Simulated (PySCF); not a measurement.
# Working out the ionisation energy of In⁺

In⁺ [Kr] 4d10 5s2 (1S) → In²⁺ [Kr] 4d10 5s1 (2S). Computed with PySCF 2.14 in aug-cc-pwCVDZ-PP with ECP28MDF, with scalar relativity through the core potential. Frozen: nothing. Energies in hartree (1 hartree = 27.21139 eV):

| part | In⁺ (lower) | In²⁺ (upper) |
| --- | --- | --- |
| UHF | -189.014394 | -188.389375 |
| CCSD correlation | -0.365245 | -0.309703 |
| (T) | -0.007915 | -0.004946 |

Question: What does Hartree-Fock give?

Answer: (-188.389375) − (-189.014394) = 0.625019 hartree = 17.008 eV.

Question: What do CCSD and CCSD(T) give?

Answer: The CCSD correlation energies differ by 0.055542 hartree = 1.511 eV and the triples by 0.002969 hartree = 0.081 eV, so CCSD gives 18.519 eV and CCSD(T) 18.600 eV.

Measured between the centres of the two terms (NIST): 18.870 eV, so CCSD(T) (valence and next inner shell) is off by -0.270 eV.

A double-zeta basis recovers only part of the correlation energy.

What remains against the reference includes basis incompleteness and higher excitations.
